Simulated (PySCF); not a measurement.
# Computed records: GeH$_{4}$OSi, CH$_{4}$AlGeN, AlGeH$_{3}$N

Computed with PySCF 2.14.0. Calculation on a computer-drawn molecule: the log of a Hartree-Fock and frozen-core CCSD(T) single point meant for a local Hartree-Fock minimum, with one planted fault or none, to be diagnosed. Offsets are logged minus clean, where the clean run is the same molecule without the fault. The reference is restricted for singlets and unrestricted otherwise, and also for a bond in bohr or an excited solution. Adding or removing an electron swaps singlet and doublet. The excited solution moves the top pair (singlet) or top alpha electron (doublet) to the lowest empty orbital. Highest occupied and lowest empty are orbital energies over both spins, largest force is the largest gradient component, triples share is (T) over the correlation energy, the T1 limit is 0.02 restricted and 0.045 unrestricted, electrons count all cores, a negative frequency is imaginary (commonest isotopes), and the dipole is about the centre of nuclear charge; on germanium a core potential holds 10 electrons, which the energies leave out, and 3d is frozen in MP2 and coupled-cluster steps.

Common to all runs: meant multiplicity 1; meant basis cc-pV(D+d)Z; meant basis and core potential on germanium cc-pVDZ-PP ECP10MDF; logged SCF converged yes; logged spin squared 0; possible faults no fault, one electron removed, one electron added, multiplicity raised by two, geometry at a saddle point, SCF held on an excited solution, minimal basis STO-3G, one bond length entered in bohr, all coordinates scaled.

(1) GeH$_{4}$OSi

Logged structure:
```xyz
7
GeH4OSi
Si     0.9896    -1.4792     1.8946
O      0.7736     0.1478     1.8384
Ge     0.1288     1.4038     0.7450
H      1.6288    -1.5613     3.2788
H     -0.3724     0.7283    -0.5316
H      1.2760     2.3644     0.4511
H     -1.0077     2.0961     1.4897
```

```
meant charge                      : 0
logged electrons                  : 58
logged basis functions            : 80
logged highest occupied           : -5.2357 eV
logged lowest empty               : -2.1071 eV
logged largest force              : 0.049341 hartree/bohr
logged dipole magnitude           : 2.1159 debye
logged SCF stable within its kind : no
logged energy HF                  : -659.2478 hartree
planted fault                     : SCF held on an excited solution
HF energy offset from clean run   : 161.2 kcal/mol
```

Drawn bonds:
```csv
atom,other atom,order
1,2,1
2,3,1
1,4,1
3,5,1
3,6,1
3,7,1
```

Notes: coupled-cluster numbers left out as unreliable.

(2) CH$_{4}$AlGeN

Logged structure:
```xyz
8
CH4AlGeN
C     -1.1037     0.1914     1.6205
Ge     0.0809    -1.1599     0.6991
N      0.3089    -0.3104    -0.8784
Al     0.6442     0.2928    -2.3550
H     -0.5841     1.1552     1.6718
H     -2.0137     0.3409     1.0279
H     -1.3853    -0.1145     2.6325
H      0.9707     0.8561    -3.7662
```

```
meant charge                      : 0
logged electrons                  : 62
logged basis functions            : 94
logged highest occupied           : -3.7888 eV
logged lowest empty               : -1.3402 eV
logged largest force              : 0.03772 hartree/bohr
logged CC converged               : no
logged dipole magnitude           : 2.8282 debye
logged SCF stable within its kind : no
logged energy HF                  : -629.65293 hartree
planted fault                     : SCF held on an excited solution
HF energy offset from clean run   : 152.2 kcal/mol
```

Drawn bonds:
```csv
atom,other atom,order
1,2,1
2,3,1
3,4,2
1,5,1
1,6,1
1,7,1
4,8,1
```

Notes: CCSD not converged.

(3) AlGeH$_{3}$N

Logged structure:
```xyz
6
AlGeH3N
Al    -0.5555    -0.9811     1.5265
N     -1.6695     0.1362     1.1706
Ge    -2.8077     1.2770     0.8065
H      0.4807    -2.0194     1.8579
H     -3.4307     1.3295    -0.5336
H     -3.2328     2.2751     1.8114
```

```
meant charge                         : 1
logged electrons                     : 54
logged basis functions               : 75
logged highest occupied              : -15.512 eV
logged lowest empty                  : -3.8767 eV
logged largest force                 : 0.015745 hartree/bohr
logged T1 diagnostic                 : 0.019071
logged D1 diagnostic                 : 0.048799
logged triples share                 : 0.031725
logged CC converged                  : yes
logged dipole magnitude              : 3.4909 debye
logged SCF stable within its kind    : yes
logged energy HF                     : -591.22512 hartree
logged energy CCSD(T)                : -591.5554 hartree
planted fault                        : all coordinates scaled, by -2.3 %
HF energy offset from clean run      : 2.492 kcal/mol
CCSD(T) energy offset from clean run : 5.183 kcal/mol
```

Drawn bonds:
```csv
atom,other atom,order
1,2,2
2,3,1
1,4,1
3,5,1
3,6,1
```
